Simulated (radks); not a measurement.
Values are calculated unless marked as measured or tabulated.
Valence configurations of the ytterbium ion Yb+ (all share [Xe]). Code: a radial shooting solver on a logarithmic mesh with Libxc functionals. Model: non-relativistic Kohn-Sham, TPSS, spin-polarised, spherical densities, point nucleus; open shells are filled with parallel spins first (spin-orbit coupling, left out, can overturn this in heavy ions); meta-GGA in the generalised Kohn-Sham scheme; relativity is left out, which matters for an element this heavy. Energies are relative to 4f14 6s1; eigenvalues in eV for spin up.

[
 {"valence": "4f14 6s1", "E (eV)": "0.000", "moment (Bohr magnetons)": "1", "e(4f)": "-13.790", "e(5d)": "-", "e(6p)": "-", "e(6s)": "-8.736"},
 {"valence": "4f14 6p1", "E (eV)": "2.905", "moment (Bohr magnetons)": "1", "e(4f)": "-15.012", "e(5d)": "-", "e(6p)": "-6.373", "e(6s)": "-"},
 {"valence": "4f13.5 5d0.5 6s1", "E (eV)": "3.886", "moment (Bohr magnetons)": "2", "e(4f)": "-17.659", "e(5d)": "-8.169", "e(6p)": "-", "e(6s)": "-9.205"},
 {"valence": "4f13 5d1 6s1", "E (eV)": "9.015", "moment (Bohr magnetons)": "3", "e(4f)": "-21.654", "e(5d)": "-9.089", "e(6p)": "-", "e(6s)": "-9.574"},
 {"valence": "4f13 6s2", "E (eV)": "9.630", "moment (Bohr magnetons)": "1", "e(4f)": "-24.695", "e(5d)": "-", "e(6p)": "-", "e(6s)": "-10.221"},
 {"valence": "4f13 5d1 6p1", "E (eV)": "12.362", "moment (Bohr magnetons)": "3", "e(4f)": "-22.786", "e(5d)": "-9.861", "e(6p)": "-6.764", "e(6s)": "-"},
 {"valence": "4f13 6s1 6p1", "E (eV)": "12.382", "moment (Bohr magnetons)": "3", "e(4f)": "-25.675", "e(5d)": "-", "e(6p)": "-7.703", "e(6s)": "-11.310"},
 {"valence": "4f12.5 5d1 6s1.5", "E (eV)": "16.224", "moment (Bohr magnetons)": "3", "e(4f)": "-27.361", "e(5d)": "-10.791", "e(6p)": "-", "e(6s)": "-10.296"},
 {"valence": "4f12 5d2 6s1", "E (eV)": "23.316", "moment (Bohr magnetons)": "5", "e(4f)": "-30.047", "e(5d)": "-10.797", "e(6p)": "-", "e(6s)": "-10.120"},
 {"valence": "4f11 6s2 6p2", "E (eV)": "64.722", "moment (Bohr magnetons)": "5", "e(4f)": "-51.949", "e(5d)": "-", "e(6p)": "-10.192", "e(6s)": "-14.957"}
]

NIST lists [Xe] 4f14 6s1 as the ground configuration; this level of theory agrees among the configurations tried. The energies are those of spherical high-spin densities, not of single terms. Relativity is left out, which favours d and f over s occupation in heavy atoms.
